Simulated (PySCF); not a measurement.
Frontier orbitals and the lowest excitations

Species: H9NSSi4.
Geometry (GFN2-xTB, Å), atoms numbered from 1 in this order:
```xyz
15
H9NSSi4 angstrom
N      2.571   -0.452    0.756
Si     1.965   -0.157   -0.830
Si     0.456    1.611   -0.863
Si    -1.200   -0.054   -1.061
Si    -2.782   -0.549    0.558
S      0.361   -1.612   -1.095
H      3.381    0.048    1.081
H      2.594   -1.404    1.086
H      2.914   -0.427   -1.913
H      0.610    2.557   -1.977
H      0.376    2.457    0.335
H     -1.766   -0.137   -2.418
H     -2.767   -1.925    1.054
H     -4.127   -0.279    0.042
H     -2.592    0.331    1.717
```

Method used: PySCF 2.14.0, density-fitted response routines, TDDFT CAM-B3LYP/def2-SVPD, vertical, gas phase, core orbitals frozen in the response. GFN2-xTB frequencies show an imaginary mode (27i cm⁻¹), so this geometry is no minimum at that level.

Kohn–Sham orbitals with the atoms that hold most of them (Löwdin shares over 4%, at most four atoms; ? is withheld):

```
orbital  ε (eV)                              atoms
 LUMO+2    0.71  Si3 21%, Si4 20%, S6 13%, Si5 12%
 LUMO+1    0.09  Si3 22%, S6 17%, Si2 16%, Si4 15%
   LUMO       ?                                  ?
   HOMO   -8.19                                  ?
 HOMO-1   -8.56   N1 30%, Si3 19%, Si2 18%, Si4 8%
 HOMO-2   -8.90   S6 47%, Si3 19%, Si4 15%, Si2 6%
 HOMO-3   -9.70  N1 39%, Si2 13%, Si4 12%, Si3 10%
```

Which atoms hold the LUMO, and with what shares?

Si4 (bonded to S, 2 Si and H) 25%; Si3 (bonded to 2 Si and 2 H) 18%; Si5 (bonded to Si and 3 H) 14%; Si2 (bonded to N, S, Si and H) 13%.

Which atoms hold the HOMO, and with what shares?

S6 (bonded to 2 Si) 65%; Si4 (bonded to S, 2 Si and H) 11%; Si2 (bonded to N, S, Si and H) 7%; Si5 (bonded to Si and 3 H) 7%. By element: sulfur 65%, silicon 24% or more.

What is the LUMO energy, and the HOMO–LUMO gap?

ε(LUMO) = -0.27 eV; the gap is 7.93 eV (0.2913 hartree).

How does S1 compare with the orbital gap of 7.93 eV?

S1 is at 4.84 eV (f = 0.0028), 3.08 eV below the gap, made of HOMO→LUMO (90%). Without the coupling terms of the response equations the lowest excitation would equal the gap.

Give energy, strength and leading configuration of S1, S2, S3, S4 and S6, and follow the Löwdin shares of the leading atoms from the occupied to the empty orbital.

- S1 (4.84 eV, f 0.0028), HOMO→LUMO (90%): S6 65% → at most 13%, Si4 11% → 25%, Si3 at most 7% → 18%
- S2 (5.24 eV, f 0.012), HOMO→LUMO+1 (80%): S6 65% → 17%, Si4 11% → 15%, Si3 at most 7% → 22%
- S3 (5.32 eV, f 0.071), HOMO-1→LUMO (79%): N1 30% → at most 13%, Si3 19% → 18%, Si4 8% → 25%
- S4 (5.55 eV, f 0.013), HOMO-1→LUMO+1 (77%): N1 30% → at most 16%, Si3 19% → 22%, S6 at most 8% → 17%
- S6 (5.83 eV, f 0.017), HOMO-2→LUMO+1 (74%): S6 47% → 17%, Si3 19% → 22%

Löwdin shares depend on the basis, the more so with diffuse functions.

One conformer stands for the species.
